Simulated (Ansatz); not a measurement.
A structure relaxed at PBE0-D4/def2-TZVP, charge 0, multiplicity 1:

```xyz
21

C    -1.113   -3.730    1.015
O    -0.814   -2.503    0.386
Si    0.055   -1.303    1.054
F    -0.580   -1.011    2.492
N    -0.131    0.074    0.059
C    -1.530    0.436   -0.255
Si    1.048    0.998   -0.732
Cl    2.926    0.467   -0.143
Cl    0.955    0.740   -2.765
O     0.775    2.560   -0.416
C     1.432    3.659   -1.013
H    -0.202   -4.294    1.241
H    -1.725   -4.321    0.333
H    -1.670   -3.575    1.944
H     1.465   -1.660    1.267
H    -1.629    1.518   -0.351
H    -2.191    0.116    0.552
H    -1.863   -0.038   -1.181
H     2.494    3.664   -0.755
H     0.970    4.569   -0.632
H     1.329    3.634   -2.102
```

(1) Give its formula and SMILES.

(2) Point group (tolerance 0.08 Å, 0.16 Å for H)?

(3) Summarise the bond lengths by kind.

## Answers

(1) C3H10Cl2FNO2Si2, `CO[SiH](F)N(C)[Si](Cl)(Cl)OC`.

(2) C1.

(3) 2 × C–O 1.411 to 1.413 Å; 9 × C–H 1.090 to 1.095 Å; 2 × O–Si 1.616 to 1.625 Å; 1 × F–Si 1.599 Å; 2 × N–Si 1.694 to 1.709 Å; 1 × H–Si 1.470 Å; 1 × C–N 1.479 Å; 2 × Cl–Si 2.038 to 2.052 Å.

All numbers were calculated with Ansatz.
